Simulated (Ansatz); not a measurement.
NbS4. Total charge 0; quartet. Geometry PBE0-D4/def2-SVP; atoms count from 1.

```xyz
5

Nb   -0.8973   -0.3340    0.1103
S     1.3357   -1.0785   -0.9068
S     0.4803    1.7487    0.6935
S    -2.8976   -1.0743    0.3492
S     1.9789    0.7381   -0.2462
```

In the def2 sets Nb takes a core potential; there is no spin–orbit coupling. At PBE0-D4/def2-TZVP a doublet of charge 0 lies 1.60 eV below the quartet, each at its own geometry. The structure comes from a short search, and lower isomers may exist.

Problem. Estimate the Mulliken populations from the PBE0/def2-TZVP orbitals of Ansatz.

Solution. 
| atom | charge (e) | spin (α − β) | d electrons |
| --- | --- | --- | --- |
| Nb1 | 0.77 | 2.30 | 3.51 |
| S2 | -0.25 | 0.24 | – |
| S3 | -0.25 | 0.24 | – |
| S4 | -0.46 | -0.23 | – |
| S5 | 0.19 | 0.46 | – |
Mulliken values and Mayer orders depend strongly on the basis.

Problem. Where does the spin sit?

Solution. Summed by element: Nb 2.30, S 0.70, of 3 unpaired in all. Largest on single atoms: Nb1 2.30, S5 0.46, S2 0.24.

Problem. And the Mayer bond orders between bonded heavy atoms (over 0.3)?

Solution. Nb1–S2 0.58 (2.56 Å); Nb1–S3 0.58 (2.56 Å); Nb1–S4 2.23 (2.15 Å); S2–S5 1.34 (2.04 Å); S3–S5 1.34 (2.04 Å).
